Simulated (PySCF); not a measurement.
Computed shifts of a molecule C2H5F2NSi, PBE0/pcSseg-1 in PySCF, GIAO, gas phase, atoms alike by connectivity averaged where their shifts nearly agree, in ppm (number of nuclei): ¹³C: 193.8 (1), 34.3 (1). ¹⁵N: 377.1 (1). ²⁹Si: -45.4 (1). ¹⁹F: -159.0 (1), -167.1 (1). ¹H: 9.14 (1), 5.18 (1), 2.61 (3). References: ¹³C against TMS (σ = 186.3 ppm); ¹⁵N against NH3 (σ = 267.4 ppm); ²⁹Si against TMS (σ = 352.7 ppm); ¹⁹F against CFCl3 (σ = 167.2 ppm); ¹H against TMS (σ = 31.56 ppm), references at their B3LYP-D3(BJ)/def2-TZVP geometries, non-relativistic. Geometry optimised at r2SCAN-D4/def2-SVP. The values are those of a single conformer.

### Question
Which molecule gave these data?
(A) C/C=N/[SiH](F)F
(B) N[Si@@H](F)/C=C/F
(C) FC(F)/N=C/[SiH3]
(D) C=C(F)[Si@H](N)F

### Answer
A, C/C=N/[SiH](F)F
